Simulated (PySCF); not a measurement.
Computed shifts of a molecule C₄H₅Br, PySCF with PBE/pcSseg-1, GIAO, gas phase, atoms alike by connectivity averaged where their shifts nearly agree, in ppm (number of nuclei): ¹³C: 149.2 (1), 145.3 (1), 48.8 (1), 37.2 (1). ¹H: 6.68 (1), 3.36 (2), 3.18 (2). References: ¹³C against TMS (σ = 182.0 ppm); ¹H against TMS (σ = 31.49 ppm), references at their B3LYP-D3(BJ)/def2-TZVP geometries, non-relativistic (without spin–orbit terms, shifts of atoms bonded to Cl or Br come out too high). The structure is a stationary point at PBE-D3(BJ)/def2-SVP. One conformer was computed; it need not be the lowest.

**Question.** Identify the compound among the candidates.
A. BrC1=CCC1
B. C#CCCBr
C. C=C/C=C/Br
D. C=C=C(C)Br

**Answer.** A, BrC1=CCC1
